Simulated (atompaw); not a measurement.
## PBEsol PAW (atompaw) dataset for Tm (Z = 69), scalar-relativistic all-electron reference.

Tm (Z = 69), PAW, made with atompaw 4.2.0.5 (PBEsol, scalar-relativistic). Core [Kr] 4d10, reference 4f13 5s2 5p6 5d0 6s2 6p0. Waves: 5s (bound): rc 1.56 bohr; 6s (bound): rc 2.40 bohr; 5p (bound): rc 2.46 bohr; 6p (bound, empty): rc 2.26 bohr; 5d (bound, empty): rc 2.94 bohr; 5d channel at 0.45 Ry: rc 2.94 bohr; 4f (bound): rc 0.64 bohr; 4f channel at 0.7 Ry: rc 0.64 bohr. Local part: troulliermartins scheme with l = 4 at 0.5 Ry, radius 2.10 bohr. Core correction: smooth core density matched at 2.06 bohr. Augmentation charge: sinc compensation charge, radius 2.64 bohr; PAW radius 2.94 bohr; waves and projectors: custom rrkj gramschmidtortho.

All-electron outer shells of the reference configuration (PBEsol, scalar-relativistic, ld1.x):

| shell | level (eV) | outermost node (bohr) | outermost maximum (bohr) |
| --- | --- | --- | --- |
| 4p | -325.97 | 0.26 | 0.49 |
| 4d | -171.48 | 0.24 | 0.50 |
| 5s | -53.42 | 0.59 | 1.10 |
| 5p | -26.94 | 0.64 | 1.26 |
| 6s | -3.89 | 1.49 | 3.33 |
| 4f | -3.14 | – | 0.50 |
| 6p | -1.10 | 1.84 | 4.67 |
| 5d | -0.80 | 0.72 | 2.10 |

What the tests gave:

- Cutoffs needed: over 300 Ry and over 300 Ry (the cutoffs (Ry, on a coarse ladder) from which the occupation-weighted sum of valence levels, in a spherical-Bessel basis at the reference potential, stays within 10 and 1 mRy of its value at 400 Ry)
- Ghost test: no extra level below or beside the all-electron valence levels (s, p, d, f tested) (spherical-Bessel basis up to 400 Ry, 20 bohr box)
- Lowest eigenvalue of the overlap operator: 0.09 (p channel)
- Overlap eigenvalues printed by atompaw (projector basis): 0.0803, 0.103, 0.409, 1.5, 1.57, 24.3, 38.1, 2.13e+03
- Share of each valence orbital outside the PAW sphere: 5s 0 %, 6s 75 %, 5p 2 %, 6p 94 %, 5d 56 %, 4f 1 %

Generation and tests took about 64 s on one core of a shared server CPU.
